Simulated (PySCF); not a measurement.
[OsCl6]3- (charge -3 and doublet state).
Structure used (PBE0-D3(BJ)/def2-SVP), in Å, numbered top down from 1:
```
atom  x, y, z in Å
Os1    0.000    0.000    0.000
Cl2   -0.004   -0.032    2.463
Cl3    0.004    0.028   -2.462
Cl4    2.462    0.025    0.037
Cl5   -2.463   -0.021   -0.034
Cl6    0.012    2.463   -0.008
Cl7   -0.010   -2.463    0.004
```

Level of theory: PBE0-D3(BJ)/def2-SVP geometry optimisation, gas phase, def2 core potentials past Kr in PySCF.

(1) Which atoms are bound to Os1, and at what distances?

(2) List the angles at Os1.

(3) What is the shape at Os1?

Results:

(1) 6 atoms: Cl3 2.463 Å, Cl5 2.463 Å, Cl6 2.463 Å, Cl7 2.463 Å, Cl4 2.463 Å, Cl2 2.463 Å.

(2) 
| angle | degrees | distance of the outer atoms (Å) |
| --- | --- | --- |
| Cl4–Os1–Cl5 | 179.9 | 4.93 |
| Cl2–Os1–Cl3 | 179.9 | 4.93 |
| Cl6–Os1–Cl7 | 179.9 | 4.93 |
| Cl2–Os1–Cl6 | 90.9 | 3.51 |
| Cl4–Os1–Cl7 | 90.8 | 3.51 |
| Cl5–Os1–Cl6 | 90.8 | 3.51 |
| Cl3–Os1–Cl4 | 90.7 | 3.51 |
| Cl3–Os1–Cl7 | 90.7 | 3.50 |
| Cl2–Os1–Cl5 | 90.7 | 3.50 |
| Cl3–Os1–Cl5 | 89.3 | 3.46 |
| Cl5–Os1–Cl7 | 89.3 | 3.46 |
| Cl2–Os1–Cl4 | 89.2 | 3.46 |
| Cl2–Os1–Cl7 | 89.2 | 3.46 |
| Cl3–Os1–Cl6 | 89.2 | 3.46 |
| Cl4–Os1–Cl6 | 89.2 | 3.46 |

(3) Octahedral: the three widest angles are 179.9°, 179.9° and 179.9°, the others run from 89.2° to 90.9°.

Charge -3, doublet. ⟨S²⟩ = 0.757 (exact for a doublet: 0.75). Whether so highly charged an anion holds all its electrons in the gas phase wasn't checked; a finite basis holds them in any case. The ion is multiply charged and computed without counter-ions or solvent. Not checked by PBE0-D3(BJ)/def2-SVP frequencies.

For an open-shell metal species like this, the optimisation's SCF solution wasn't tested for stability and no frequencies at its level were run, so a lower state or another shape may exist.
